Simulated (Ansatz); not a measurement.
Program: Ansatz. Geometries: PBE0-D4/def2-TZVP. ΔE: electronic, gas phase. CCSD(T)/CBS is the MP2 limit (def2-TZVPP, def2-QZVPP) plus CCSD(T) − MP2 in def2-TZVPP, frozen cores. This one scheme is used for every species. DFT in def2-TZVPP. One conformer a species, not always the lowest.

Consider the cleavage of the Si–Si bond: `O[SiH]([SiH3])S` + NH₃ → `N[SiH](O)S` + SiH₄.

```
         level  ΔE (eV)
    r2SCANh-D4    -0.74
CCSD/CBS(def2)    -0.78
```

**Question.** What does CCSD(T)/CBS give? (Estimate.)

**Answer.** The calculation gave: -0.75 eV. The listed levels differ from it by 0.01, -0.03 eV.

Largest T1 diagnostic among the species: 0.012.

From BLYP to BHLYP (50 % exact exchange), in def2-TZVPP and without D4, ΔE moves by −0.15 eV. Leaving LDA and LC-ωPBE aside and taking each functional with its dispersion term where it has one, the values, not all of them listed here, spread over 0.27 eV, from CAM-B3LYP-D4 to PBE-D4. LDA lies −0.09 eV from PBE without D4. In def2-TZVPP, CCSD(T) changes the Hartree–Fock value by +0.19 eV (the triples alone add +0.03 eV) and MP2 by +0.12 eV.
